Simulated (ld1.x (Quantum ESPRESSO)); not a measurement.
## u(r) = r·R(r): atom against pseudo-atom (Ti (Z = 22))

Columns: radius, all-electron u(r) and pseudo u(r) of the 3p shell (level -37.05 eV) of titanium in the configuration [Ne] 3s2 3p6 3d2.5 4s1.5 4p0; PBE, scalar-relativistic, ultrasoft scheme, ld1.x (Quantum ESPRESSO) 7.5.

```
r (bohr)  all-electron   pseudo
   0.140        0.4999  -0.0213
   0.280        0.3234  -0.0824
   0.420       -0.1932  -0.1746
   0.560       -0.6390  -0.2854
   0.700       -0.9092  -0.3998
   0.840       -1.0193  -0.5033
   0.980       -1.0175  -0.5833
   1.120       -0.9500  -0.6314
   1.260       -0.8504  -0.6444
   1.400       -0.7401  -0.6240
   1.540       -0.6317  -0.5766
   1.680       -0.5317  -0.5112
   1.820       -0.4429  -0.4378
   1.960       -0.3661  -0.3656
   2.100       -0.3009  -0.3009
   2.240       -0.2462  -0.2462
   2.380       -0.2007  -0.2007
   2.520       -0.1632  -0.1632
   2.660       -0.1324  -0.1324
   2.800       -0.1072  -0.1072
   2.940       -0.0867  -0.0867
   3.080       -0.0700  -0.0700
   3.220       -0.0564  -0.0564
   3.360       -0.0455  -0.0455
   3.500       -0.0366  -0.0366
   3.640       -0.0294  -0.0294
```

(1) How many radial nodes do the two functions have?

(2) At about which radius was the pseudo-wave matched?

(3) Where does each function peak?

(4) Is the pseudo-wave norm-conserving?

## Answers

(1) The all-electron 3p function has n − l − 1 = 1; the pseudo-wave has 0, since the states of the same l below it are removed with the core.

(2) 2.20 bohr, where the columns begin to agree (steps of 0.14 bohr).

(3) Outermost all-electron maximum near 0.84 bohr, pseudo maximum near 1.26 bohr (to the table’s step).

(4) No, it belongs to an ultrasoft set: the norm inside the radius is not constrained, and the difference is carried by the augmentation charge.
